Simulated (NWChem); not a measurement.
**Atomisation of H$_{2}$Zn**

```
Zn
H 1 1.5501
H 1 1.5501 2 180.00
```
Charge 0, spin multiplicity 1.

The numbers come from NWChem runs, not from measurements. All single points use one geometry, from PBE0/def2-SVP, a minimum by its harmonic frequencies.

Basis set: def2-TZVP. The atomisation energy is electronic alone: no zero-point, thermal, spin-orbit or counterpoise terms. No value is extrapolated to the basis-set limit. Free atoms are single determinants with multiplicities Zn 1, H 2.

The structure started from a generated list of species. The stability of the SCF solutions was not checked.

Question: One of these methods gave an atomisation energy of 76.9 kcal/mol. Which?
A. PBE0
B. HF
C. LDA (SVWN5)
D. BP86

Answer: B, HF. The others give 116.3 (LDA (SVWN5)), 101.5 (PBE0), 105.7 (BP86).
